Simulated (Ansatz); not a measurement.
Ru3, relaxed as a singlet with RKS r2SCAN-D4/def2-TZVP in Ansatz, starting from packed atoms. Force threshold 0.02 eV/Å.

In the def2 sets Ru takes a core potential; there is no spin–orbit coupling. The restricted singlet is unstable: a solution with broken spin symmetry lies lower. At r2SCAN-D4/def2-TZVP a triplet of charge 0 lies 1.67 eV below the restricted singlet, each at its own geometry. The structure comes from a short search, and lower isomers may exist.

Start:

```csv
atom,x (Å),y (Å),z (Å)
Ru1,1.6740,-0.2517,0.1345
Ru2,-0.9545,-1.1523,-0.6235
Ru3,-0.7195,1.4040,0.4890
```

```tsv
step	energy (eV)	largest force component (eV/Å)	SCF passes
1	-7741.8809	5.101	196
2	-7744.8448	4.314	32
3	-7746.1009	1.053	39
4 (rejected)	-7745.9925	1.707	40
5	-7746.1377	0.009	26
```

Force components are those of the run's own axes.

End:

| atom | x (Å) | y (Å) | z (Å) |
| --- | --- | --- | --- |
| Ru1 | 1.2904 | -0.1816 | 0.1090 |
| Ru2 | -0.7524 | -0.9422 | -0.5058 |
| Ru3 | -0.5381 | 1.1237 | 0.3968 |

By distances, no bond broke or formed. The bond that changes most is Ru1–Ru3, from 2.93 to 2.26 Å (atoms count from 1).

No frequencies were taken in this run, so the end may be a saddle point.

Run time 12 s (4 threads of Arm Neoverse V2 on a shared host).
